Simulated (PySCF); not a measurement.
C₆ coefficients of unlike pairs at PBE

Calculated with PySCF 2.14 from the dipole response of each species, C₆(A,B) = (3/π) ∫ α_A(iu) α_B(iu) du, in atomic units, from isotropic polarisabilities. For ions this is the dispersion term alone; charge-induced terms of lower order in 1/R come first.

| species | configuration | basis | relativity | α (bohr³) | C₆ (like pair) |
| --- | --- | --- | --- | --- | --- |
| In³⁺ | [Kr] 4d10 (1S) | aug-cc-pVQZ-PP with ECP28MDF (7s7p5d3f2g) | core potential | 3.151 | 11.25 |
| Ba⁺ | [Xe] 6s1 (2S) | def2-TZVPPD with the def2 core potential (46 electrons) (6s4p3d1f) | core potential | 125.5 | 1401 |
| Pd²⁺ | [Kr] 4d8 (3F) | aug-cc-pwCVDZ-PP with ECP28MDF (6s6p5d3f) | core potential | 6.611 | 34.50 |
| I²⁺ | [Kr] 4d10 5s2 5p3 (4S) | aug-cc-pVQZ-PP with ECP28MDF (7s7p5d3f2g) | core potential | 13.77 | 94.19 |

Estimate C₆ for Ba⁺ with In³⁺.

The integral gives 79.01. The combination rule 2 C_A C_B / (C_A α_B/α_A + C_B α_A/α_B) gives 65.24 and the geometric mean 125.6.

No spin-orbit coupling is included.

The other pairs:

```json
{"pair": "Pd²⁺, In³⁺", "C₆": "19.55"}
{"pair": "I²⁺, In³⁺", "C₆": "30.34"}
{"pair": "I²⁺, Ba⁺", "C₆": "289.8"}
{"pair": "Pd²⁺, Ba⁺", "C₆": "153.5"}
{"pair": "I²⁺, Pd²⁺", "C₆": "55.26"}
```
